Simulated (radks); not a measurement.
As+, configuration [Ar] 3d10 4s2 4p2. All-electron calculation, scalar-relativistic Kohn-Sham, PBE, spin-unpolarised, spherical densities, point nucleus. Program: a radial shooting solver on a logarithmic mesh with Libxc functionals.

Unscreened Slater integrals over Kohn-Sham orbitals (cm^-1).

integral,value
"F0(4p,4p)",85797
"F2(4p,4p)",44673
"F0(4p,4s)",94046
"G1(4p,4s)",61295
"F0(4p,3d)",112190
"F2(4p,3d)",21881
"G1(4p,3d)",7766.1
"G3(4p,3d)",6844.8
"F0(4p,3p)",112940
"F2(4p,3p)",19631
"G0(4p,3p)",4699.4
"G2(4p,3p)",5384.1
"F0(4s,4s)",105580
"F0(4s,3d)",134770
"G2(4s,3d)",12360
"F0(4s,3p)",136010
"G1(4s,3p)",8456.7
"F0(3d,3d)",299230
"F2(3d,3d)",140730
"F4(3d,3d)",88019
"F0(3d,3p)",308630
"F2(3d,3p)",147010
"G1(3d,3p)",179490
"G3(3d,3p)",110230
"F0(3p,3p)",321300
"F2(3p,3p)",160760

Derived for the open shells (J is the average intra-shell exchange parameter used in DFT+U). 4p: J = F2/5 = 8935 cm^-1; in LS coupling 1D lies 6 F2/25 = 10720 cm^-1 above 3P.
